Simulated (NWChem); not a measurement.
Species: CH₃FO₂Si; SMILES F[SiH]1OCO1

```xyz
8

F     -0.4798    -1.8070     0.0000
Si     0.4298    -0.4930     0.0000
O     -0.0145     0.6727    -1.1133
C     -0.3551     1.5273     0.0000
O     -0.0145     0.6727     1.1133
H      1.8258    -0.9602     0.0000
H      0.2609     2.4313     0.0000
H     -1.4232     1.7670     0.0000
```
Atoms are numbered in this order, from 1.

Program: NWChem. Pople sets run with spherical d functions. Structure relaxed at the B3LYP/6-31G* (spherical d) level. Level M06-L/6-31G*: energy and gradient on several grids; changes count from the extra-fine grid, which is no exact limit either.

```
grid     size of the energy change (μHa)  largest change of a gradient component (μHa/bohr)
-------  -------------------------------  -------------------------------------------------
xcoarse                            10000                                               6000
coarse                              3000                                               1000
medium                                50                                                400
fine                                < 10                                                200
xfine                               < 10                                               < 30
```
